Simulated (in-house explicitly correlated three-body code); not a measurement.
Results of a calculation; reference values are marked as such.
## Two electrons around a charge Z: functional-driven and density-driven errors

The exact non-relativistic ground state comes from a variational code in 260 exponentially correlated functions, the Kohn-Sham parts from inverting its density (past Z = 6 the correlation energy is taken as exact minus Hartree-Fock, equal to within microhartrees), and self-consistent runs (Hartree-Fock is restricted) from a B-spline radial code. Z may be fractional; the second electron is bound down to Z = 0.911.

The total error of a self-consistent run is the error on the exact density (functional-driven) plus the energy gained by relaxing to the functional's own density (density-driven, never positive). «Unbound» marks a run whose level isn't bound or that didn't converge.

```json
{"Z": "0.915", "PBEsol functional (mEh)": "+10.95", "PBEsol density (mEh)": "unbound", "revTPSS functional (mEh)": "-2.51", "revTPSS density (mEh)": "unbound", "BP86 functional (mEh)": "-10.37", "BP86 density (mEh)": "unbound"}
{"Z": "1.13", "PBEsol functional (mEh)": "+16.85", "PBEsol density (mEh)": "unbound", "revTPSS functional (mEh)": "-5.96", "revTPSS density (mEh)": "unbound", "BP86 functional (mEh)": "-9.73", "BP86 density (mEh)": "unbound"}
{"Z": "1.34", "PBEsol functional (mEh)": "+23.62", "PBEsol density (mEh)": "-0.72", "revTPSS functional (mEh)": "-7.02", "revTPSS density (mEh)": "-0.17", "BP86 functional (mEh)": "-7.88", "BP86 density (mEh)": "-0.52"}
{"Z": "1.66", "PBEsol functional (mEh)": "?", "PBEsol density (mEh)": "?", "revTPSS functional (mEh)": "?", "revTPSS density (mEh)": "?", "BP86 functional (mEh)": "?", "BP86 density (mEh)": "?"}
{"Z": "2.08", "PBEsol functional (mEh)": "?", "PBEsol density (mEh)": "?", "revTPSS functional (mEh)": "?", "revTPSS density (mEh)": "?", "BP86 functional (mEh)": "?", "BP86 density (mEh)": "?"}
{"Z": "2.42", "PBEsol functional (mEh)": "+62.62", "PBEsol density (mEh)": "-1.08", "revTPSS functional (mEh)": "-8.42", "revTPSS density (mEh)": "-0.17", "BP86 functional (mEh)": "+1.06", "BP86 density (mEh)": "-0.70"}
{"Z": "2.96", "PBEsol functional (mEh)": "+83.13", "PBEsol density (mEh)": "-1.16", "revTPSS functional (mEh)": "-8.57", "revTPSS density (mEh)": "-0.18", "BP86 functional (mEh)": "+3.99", "BP86 density (mEh)": "-0.72"}
{"Z": "3.76", "PBEsol functional (mEh)": "+114.0", "PBEsol density (mEh)": "-1.24", "revTPSS functional (mEh)": "-8.63", "revTPSS density (mEh)": "-0.20", "BP86 functional (mEh)": "+6.87", "BP86 density (mEh)": "-0.76"}
{"Z": "4.5", "PBEsol functional (mEh)": "+142.8", "PBEsol density (mEh)": "-1.29", "revTPSS functional (mEh)": "-8.62", "revTPSS density (mEh)": "-0.21", "BP86 functional (mEh)": "+8.40", "BP86 density (mEh)": "-0.79"}
{"Z": "5.7", "PBEsol functional (mEh)": "+189.8", "PBEsol density (mEh)": "-1.35", "revTPSS functional (mEh)": "-8.56", "revTPSS density (mEh)": "-0.22", "BP86 functional (mEh)": "+9.44", "BP86 density (mEh)": "-0.85"}
{"Z": "6.9", "PBEsol functional (mEh)": "+237.1", "PBEsol density (mEh)": "-1.39", "revTPSS functional (mEh)": "-8.48", "revTPSS density (mEh)": "-0.23", "BP86 functional (mEh)": "+9.41", "BP86 density (mEh)": "-0.89"}
{"Z": "8.1", "PBEsol functional (mEh)": "+284.4", "PBEsol density (mEh)": "-1.41", "revTPSS functional (mEh)": "-8.40", "revTPSS density (mEh)": "-0.24", "BP86 functional (mEh)": "+8.79", "BP86 density (mEh)": "-0.94"}
```

Task: What belongs in the row Z = 2.08?

Result: PBEsol functional (mEh): +49.94; PBEsol density (mEh): -1.01; revTPSS functional (mEh): -8.24; revTPSS density (mEh): -0.16; BP86 functional (mEh): -1.32; BP86 density (mEh): -0.67.

Task: What belongs in the row Z = 1.66?

Result: PBEsol functional (mEh): +34.69; PBEsol density (mEh): -0.87; revTPSS functional (mEh): -7.78; revTPSS density (mEh): -0.14; BP86 functional (mEh): -4.87; BP86 density (mEh): -0.62.

Task: Which part of the error is larger?

Result: PBEsol: functional-driven +284.4, density-driven -1.41 mEh at Z = 8.1; revTPSS: functional-driven -8.40, density-driven -0.24 mEh at Z = 8.1; BP86: functional-driven +8.79, density-driven -0.94 mEh at Z = 8.1. The density-driven part is second order in the error of the density, so it stays small unless the second electron is loosely bound.
